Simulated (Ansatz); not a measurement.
Two isomers of C6H6O2: A = `C#CCOC(=O)C=C`, B = `Oc1ccc(O)cc1`.

Gas-phase electronic energies from Ansatz, PBE0-D4/def2-TZVP geometries. CBS: MP2 limit from def2 TZ/QZ plus the TZ coupled-cluster correction, frozen cores. Functionals use def2-TZVPP. B3LYP here is the variant with VWN-RPA as its local correlation; programs differ in this. One conformer a species, not always the lowest.

(1) Which isomer does CCSD(T)/CBS put lower? Give the gap. (Estimate.)

(2) Give E(B) − E(A) in kcal/mol with B3LYP, r2SCAN-D4, ωB97M-V, PBE0-D4, B2PLYP, HF/def2-TZVPP, MP2/def2-TZVPP. (Estimate.)

Largest T1 diagnostic: 0.015.

Results:

(1) Computed: B, by 54.2 kcal/mol.

(2) Ansatz gave: B3LYP -53.3, r2SCAN-D4 -60.6, ωB97M-V -55.4, PBE0-D4 -63.6, B2PLYP -53.4, HF/def2-TZVPP -45.0, MP2/def2-TZVPP -59.2. None reverses the order clearly.

The D4 term adds −2.4 kcal/mol with B3LYP and −1.2 kcal/mol with PBE0; it sums over pairs of atoms, weighted by their polarisabilities, and B3LYP, whose exchange is more repulsive, gets the larger term. In def2-TZVPP, CCSD(T) changes the Hartree–Fock value by −7.4 kcal/mol (the triples alone add −1.4 kcal/mol) and MP2 by −14.2 kcal/mol.
